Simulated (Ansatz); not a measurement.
Geometry optimisation, RKS CAM-B3LYP-D4/def2-SVP in Ansatz 0.2.0.

The input (input.yaml):

```yaml
crystal:
  periodic: [false, false, false]
  atoms:
    - { symbol: Si, position_ang: [0.0, 0.0, 0.0] }
    - { symbol: Cl, position_ang: [0.0, 0.0, 2.13] }
    - { symbol: O, position_ang: [1.5842, 0.0, -0.5594] }
    - { symbol: H, position_ang: [1.9006, -0.9521, -0.6761] }
    - { symbol: O, position_ang: [-0.7913, 1.3709, -0.5594] }
    - { symbol: H, position_ang: [-1.7491, 1.1401, -0.7818] }
    - { symbol: H, position_ang: [-0.6877, -1.1914, -0.4862] }
basis:
  gaussian: { orbitals: def2-SVP }
hamiltonian:
  xc: cam_b3lyp
  dispersion: d4
relax:
  f_tol: 0.02
  max_steps: 40
```

Command:

```bash
$ ansatz run input.yaml --threads 2 --pin off --max-ram 3072MiB --backend cpu --events-out ev --progress --plain --runs-dir out
```

Task: Where does it end, and by what steps?

Result: It converged. After 27 steps the energy has fallen by 0.384 eV; H4 moved furthest, 1.08 Å.

| step | energy less start (eV) | largest force component (eV/Å) | accepted |
| --- | --- | --- | --- |
| 0 | 0.0000 | 1.959 | yes |
| 1 | -0.1862 | 0.902 | yes |
| 2 | -0.2308 | 0.298 | yes |
| 3 | -0.2617 | 0.365 | yes |
| 4 | -0.2663 | 0.724 | yes |
| 5 | -0.2737 | 0.851 | yes |
| 6 | -0.1138 | 2.622 | no |
| 7 | -0.2994 | 0.194 | yes |
| 8 | -0.3073 | 0.075 | yes |
| 9 | -0.3111 | 0.121 | yes |
| 10 | -0.3096 | 0.711 | no |
| 11 | -0.3099 | 0.531 | no |
| 12 | -0.3132 | 0.044 | yes |
| 13 | -0.3207 | 0.141 | yes |
| 14 | -0.3305 | 0.089 | yes |
| 15 | -0.3300 | 0.126 | no |
| 16 | -0.3324 | 0.097 | yes |
| 17 | -0.3399 | 0.295 | yes |
| 18 | -0.3534 | 0.150 | yes |
| 19 | -0.3439 | 0.585 | no |
| 20 | -0.3651 | 0.084 | yes |
| 21 | -0.3672 | 0.556 | yes |
| 22 | -0.3814 | 0.059 | yes |
| 23 | -0.3795 | 0.271 | no |
| 24 | -0.3823 | 0.040 | yes |
| 25 | -0.3834 | 0.030 | yes |
| 26 | -0.3836 | 0.025 | yes |
| 27 | -0.3836 | 0.010 | yes |

```xyz
7
Properties=species:S:1:pos:R:3
Si -0.125 -0.312 -0.113
Cl -0.222 -0.058 1.941
O 1.403 -0.609 -0.618
H 2.043 0.111 -0.594
O -0.661 1.086 -0.794
H -1.260 1.646 -0.289
H -0.921 -1.497 -0.465
```

The run took 54 s on 2 threads of Intel(R) Xeon(R) Platinum 8259CL CPU @ 2.50GHz (Skylake/Cascade Lake), with other jobs on the host, peak memory 0.19 GiB.
